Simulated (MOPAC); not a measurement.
Input for MOPAC: PM7 on CH4GeO (SMILES C[O][GeH]), a point of a bond scan (R = 1.093 Å).

```
PM7 1SCF PRECISE CHARGE=0 THREADS=1
CH4GeO

Ge    -0.30918050 1    -0.44039023 1     0.61326825 1
H     -1.33900548 1    -0.76161549 1    -0.60195871 1
O      0.73619976 1     0.65343866 1    -0.33645061 1
C      0.60186979 1     1.03364415 1    -1.69533265 1
H      0.49970308 1     2.12003992 1    -1.75661339 1
H      1.50211160 1     0.74097812 1    -2.24155643 1
H     -0.26984991 1     0.56371050 1    -2.16085477 1
```

It printed:

```
*******************************************************************************
 **                                                                           **
 **                              MOPAC v23.2.5                                **
 **                                                                           **
 *******************************************************************************
 ** MOPAC's Digital Object Identifier: https://doi.org/10.5281/zenodo.6511958 **
 **                                                                           **
 ** Please cite the open-source release paper for use of this MOPAC version:  **
 ** J. E. Moussa and J. J. P. Stewart (2026)                                  **
 ** MOPAC: An open-source semiempirical molecular orbital program             **
 ** J. Open Source Softw., 11(119), 8025, https://doi.org/10.21105/joss.08025 **
 *******************************************************************************

                              PM7 CALCULATION RESULTS

 *******************************************************************************
 *  PM7        - The PM7 Hamiltonian to be used
 *
 *
 *
 *                 CHARGE ON SYSTEM = 0
 *
 *
 *
 *  PRECISE    - TIGHTER CRITERIA TO BE USED
 *  1SCF       - DO 1 SCF AND THEN STOP
 *  THREADS=1  - MULTI-THREADING NOT USED
 *  T=         - A TIME OF 172800.0 SECONDS REQUESTED
 *  DUMP=N     - RESTART FILE WRITTEN EVERY 7200.0 SECONDS REQUESTED
 *******************************************************************************
PM7 1SCF PRECISE CHARGE=0 THREADS=1
 CH4GeO

   ATOM   CHEMICAL          X               Y               Z
  NUMBER   SYMBOL      (ANGSTROMS)     (ANGSTROMS)     (ANGSTROMS)

     1      Ge         -0.30918050  *  -0.44039023  *   0.61326825  *
     2       H         -1.33900548  *  -0.76161549  *  -0.60195871  *
     3       O          0.73619976  *   0.65343866  *  -0.33645061  *
     4       C          0.60186979  *   1.03364415  *  -1.69533265  *
     5       H          0.49970308  *   2.12003992  *  -1.75661339  *
     6       H          1.50211160  *   0.74097812  *  -2.24155643  *
     7       H         -0.26984991  *   0.56371050  *  -2.16085477  *



          CARTESIAN COORDINATES

    NO.       ATOM           X           Y           Z

     1        Ge         -0.3092     -0.4404      0.6133
     2         H         -1.3390     -0.7616     -0.6020
     3         O          0.7362      0.6534     -0.3365
     4         C          0.6019      1.0336     -1.6953
     5         H          0.4997      2.1200     -1.7566
     6         H          1.5021      0.7410     -2.2416
     7         H         -0.2698      0.5637     -2.1609

 General Reference for PM7:
 "Optimization of Parameters for Semiempirical Methods VI: More Modifications to the
 NDDO Approximations and Re-optimization of Parameters", J. J. P. Stewart, J. Mol. Mod., 1:32, 19 (2013)
 https://link.springer.com/article/10.1007/s00894-012-1667-x

           Empirical Formula: C H4 O Ge  =     7 atoms



      MOLECULAR POINT GROUP   :   Cs


      RHF CALCULATION, NO. OF DOUBLY OCCUPIED LEVELS = 9


 -------------------------------------------------------------------------------
 PM7 1SCF PRECISE CHARGE=0 THREADS=1
 CH4GeO



     1SCF WAS SPECIFIED, SO BFGS WAS NOT USED
     SCF FIELD WAS ACHIEVED


                              PM7 CALCULATION
                                                       MOPAC v23.2.5 Linux




          FINAL HEAT OF FORMATION =         -2.36865 KCAL/MOL =      -9.91041 KJ/MOL


          COSMO AREA              =        107.43 SQUARE ANGSTROMS
          COSMO VOLUME            =         94.68 CUBIC ANGSTROMS

          IONIZATION POTENTIAL    =          8.580644 EV
          HOMO LUMO ENERGIES (EV) =         -8.581 -0.922
          NO. OF FILLED LEVELS    =          9
          MOLECULAR WEIGHT        =        104.6320         POINT GROUP:  Cs

          MOLECULAR DIMENSIONS (Angstroms)

            Atom       Atom       Distance
            H     6    H     2     3.60805
           Ge     1    H     7     2.40462
            H     5    H     2     1.69009


          SCF CALCULATIONS        =          1





   ATOM   CHEMICAL          X               Y               Z
  NUMBER   SYMBOL      (ANGSTROMS)     (ANGSTROMS)     (ANGSTROMS)

     1      Ge         -0.30918050  *  -0.44039023  *   0.61326825  *
     2       H         -1.33900548  *  -0.76161549  *  -0.60195871  *
     3       O          0.73619976  *   0.65343866  *  -0.33645061  *
     4       C          0.60186979  *   1.03364415  *  -1.69533265  *
     5       H          0.49970308  *   2.12003992  *  -1.75661339  *
     6       H          1.50211160  *   0.74097812  *  -2.24155643  *
     7       H         -0.26984991  *   0.56371050  *  -2.16085477  *

                             CARTESIAN COORDINATES

   1   Ge       -0.309180500    -0.440390230     0.613268250
   2    H       -1.339005480    -0.761615490    -0.601958710
   3    O        0.736199760     0.653438660    -0.336450610
   4    C        0.601869790     1.033644150    -1.695332650
   5    H        0.499703080     2.120039920    -1.756613390
   6    H        1.502111600     0.740978120    -2.241556430
   7    H       -0.269849910     0.563710500    -2.160854770


           Empirical Formula: C H4 O Ge  =     7 atoms



      MOLECULAR POINT GROUP   :   Cs


                  EIGENVALUES
 -27.29002 -23.02791 -17.70415 -14.51341 -14.48640 -13.69619 -10.19695 -10.01819
  -8.58064  -0.92187   0.76081   2.59159   4.67169   6.01948   6.09182   6.71185


              NET ATOMIC CHARGES AND DIPOLE CONTRIBUTIONS

  ATOM NO.   TYPE          CHARGE      No. of ELECS.   s-Pop       p-Pop
    1         Ge           0.500987        3.4990     1.78782     1.71119
    2          H          -0.043254        1.0433     1.04325
    3          O          -0.685273        6.6853     1.77958     4.90569
    4          C          -0.102158        4.1022     1.06953     3.03263
    5          H           0.115197        0.8848     0.88480
    6          H           0.115197        0.8848     0.88480
    7          H           0.099306        0.9007     0.90069
 DIPOLE           X         Y         Z       TOTAL
 POINT-CHG.    -2.205    -1.708     0.297     2.805
 HYBRID        -0.147     0.422    -1.503     1.568
 SUM           -2.352    -1.286    -1.206     2.939


          ATOMIC ORBITAL ELECTRON POPULATIONS

     Atom    s        px        py        pz
    1 Ge   1.78782   0.49298   0.26441   0.95379
    2  H   1.04325
    3  O   1.77958   1.81337   1.75869   1.33363
    4  C   1.06953   1.11535   1.10130   0.81598
    5  H   0.88480
    6  H   0.88480
    7  H   0.90069

 **********************
 *                    *
 * JOB ENDED NORMALLY *
 *                    *
 **********************




 == MOPAC DONE ==
```

The run finished.

Cost: around 0.05 core-seconds (rough).
